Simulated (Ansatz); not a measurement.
`CC(C)[NH][Ti]([Cl])([Cl])[NH]C(C)C`, relaxed with RKS PBE0-D4/def2-TZVP in Ansatz from a PBE-D4/def2-SVP geometry. The force threshold is 0.005 eV/Å; the program also tests the step.

Charge 0, multiplicity 1.

Start:

```xyz
27

C    -0.767   -0.074   -2.952
C    -0.797    0.436   -1.504
C    -2.059    1.255   -1.205
N     0.410    1.200   -1.201
Ti    1.947    0.911   -0.193
Cl    2.342    2.736    1.039
Cl    3.602    0.407   -1.604
N     1.569   -0.635    0.772
C     0.879   -0.968    2.018
C     0.058    0.223    2.519
C     0.010   -2.219    1.831
H    -1.646   -0.714   -3.171
H     0.154   -0.661   -3.139
H    -0.780    0.775   -3.668
H    -0.778   -0.445   -0.825
H    -2.110    2.153   -1.857
H    -2.067    1.600   -0.152
H    -2.976    0.657   -1.385
H     0.453    2.068   -1.762
H     2.024   -1.459    0.349
H     1.649   -1.202    2.795
H     0.692    1.121    2.653
H    -0.747    0.475    1.796
H    -0.416   -0.016    3.492
H     0.611   -3.081    1.474
H    -0.464   -2.515    2.789
H    -0.794   -2.029    1.090
```

Question: How much energy does the relaxation release, and in how many steps? (Estimate.)

Answer: Ansatz gave: 2.32 kcal/mol, in 11 steps.

Question: Which bonds change most? (An estimate is asked.)

Answer: Computed: C9–H21 from 1.118 to 1.100 Å; C2–H15 from 1.112 to 1.094 Å; C1–H14 from 1.111 to 1.094 Å; C10–H23 from 1.110 to 1.094 Å.

Question: Give the relaxed structure. (An estimate is asked.)

Answer: Ansatz gave: 
```xyz
27

C    -0.835   -0.082   -2.892
C    -0.806    0.448   -1.466
C    -2.015    1.324   -1.169
N     0.427    1.168   -1.207
Ti    1.955    0.883   -0.203
Cl    2.361    2.714    1.000
Cl    3.641    0.392   -1.567
N     1.614   -0.634    0.800
C     0.872   -0.957    2.008
C    -0.039    0.192    2.398
C     0.088   -2.248    1.816
H    -1.742   -0.664   -3.072
H     0.032   -0.717   -3.085
H    -0.817    0.743   -3.610
H    -0.814   -0.405   -0.782
H    -2.035    2.189   -1.839
H    -1.987    1.694   -0.142
H    -2.944    0.767   -1.314
H     0.473    2.024   -1.760
H     2.146   -1.433    0.462
H     1.591   -1.113    2.825
H     0.526    1.111    2.561
H    -0.780    0.378    1.616
H    -0.572   -0.046    3.320
H     0.747   -3.075    1.540
H    -0.429   -2.523    2.738
H    -0.658   -2.129    1.026
```
